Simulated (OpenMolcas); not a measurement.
## Ta³⁺: effect of the basis set

```yaml
Program: OpenMolcas 26.06
Method: RASSCF
Active_space: 8 electrons in 8 orbitals (RAS1 5p, at most 2 holes; RAS2 5d)
State_averaging: 2S+1 = 3 even, 10 roots; 2S+1 = 1 even, 15 roots
Spin-orbit_coupling: RASSI with atomic mean-field integrals over the reference wave functions, term energies averaged over their components
```

A. ANO-R2 [8s6p5d3f1g], X2C, finite nucleus; cost about 26 core-seconds
B. ANO-RCC-VTZP [8s7p5d3f2g1h], DKH2, point nucleus; cost of the order of 30 core-seconds
C. ANO-RCC-VQZP [9s8p6d4f3g2h], DKH2, point nucleus; cost of the order of 100 core-seconds

Energies in cm⁻¹ above 5d² ³F₂.

```csv
Level,A,B,C
5d² ³F₂,0.0,0.0,0.0
5d² ³F₃,5181,4901,4982
5d² ³F₄,9908,9464,9592
5d² ³P₀,12682,12858,12850
5d² ¹D₂ [56 %],13544,13519,13562
5d² ³P₁,15535,15501,15552
5d² ³P₂ [62 %],21140,20821,20963
5d² ¹G₄,21845,21811,21878
5d² ¹S₀,41151,41495,41534
```

Among A to C the level of the table that moves most is 5d² ³F₄, by 440 cm-1 (lowest in B, highest in A).

Without dynamic correlation excited terms often stand tens of per cent too high (terms of higher spin than the ground term too low), and those without a measured partner can miss by more than the paired ones. Active for correlation alone: 5p; no level in the range computed is led by a configuration that opens it, so any true level of that kind is missing. Only configurations of the active space appear.

A share in square brackets marks a mixed level and gives the weight of the term that names it, the lowest over the columns.
